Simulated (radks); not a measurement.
Results of a calculation; reference values are marked as such.
Question: Ionisation of the lanthanum ion La+, [Xe] 5d2, to La2+, [Xe] 5d1, under several functionals. Scalar-relativistic Kohn-Sham, spin-unpolarised, spherical densities, finite nucleus; a radial shooting solver on a logarithmic mesh with Libxc functionals. Known Delta-SCF values: LDA (Slater exchange, Perdew-Zunger correlation) 11.006 eV; exchange-only LDA 9.887 eV; TASK exchange with Perdew-Wang LDA correlation 9.610 eV. What does BP86 give, and what is its highest occupied eigenvalue?

Answer: 10.913 eV by Delta-SCF; the 5d eigenvalue is -7.295 eV. NIST: 11.185 eV (measured).

Beside tabulated values, note that spin-unpolarised runs miss the spin-polarisation part of the exchange energy of open shells.
